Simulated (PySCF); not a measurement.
SMILES CCO[SiH]OCC (C4H11O2Si), doublet (GFN2-xTB optimised geometry):

```
18

C      1.193    -3.142     0.706
C      1.466    -1.933    -0.177
O      0.550    -0.902     0.000
Si    -1.086    -0.902     0.000
O     -1.546     0.644     0.000
C     -0.985     1.730     0.704
C     -1.370     3.031     0.019
H      1.985    -3.875     0.583
H      1.151    -2.839     1.749
H      0.242    -3.593     0.434
H      2.453    -1.515     0.055
H      1.463    -2.242    -1.231
H     -1.582    -1.618     1.174
H      0.104     1.624     0.738
H     -1.368     1.712     1.732
H     -0.960     3.875     0.566
H     -0.986     3.042    -0.997
H     -2.453     3.121    -0.020
```

Computed with unrestricted PBE0/def2-SVP (PySCF 2.14.0).

Task: What are the frontier orbital energies (α orbitals alone; a β orbital can be the lowest empty one) and the dipole moment?

Result: HOMO-2 -8.42 eV, HOMO-1 -8.11 eV, HOMO -5.39 eV, LUMO 1.30 eV, LUMO+1 1.94 eV; dipole moment 1.53 D.

Meta-Löwdin charges at PBE0/def2-SVP: C1 -0.31, C2 0.05, O3 -0.59, Si4 0.85, O5 -0.60, C6 0.05, C7 -0.30, H8 0.11, H9 0.11, H10 0.10, H11 0.10, H12 0.09, H13 -0.14, H14 0.09, H15 0.09, H16 0.10, H17 0.10, H18 0.10.
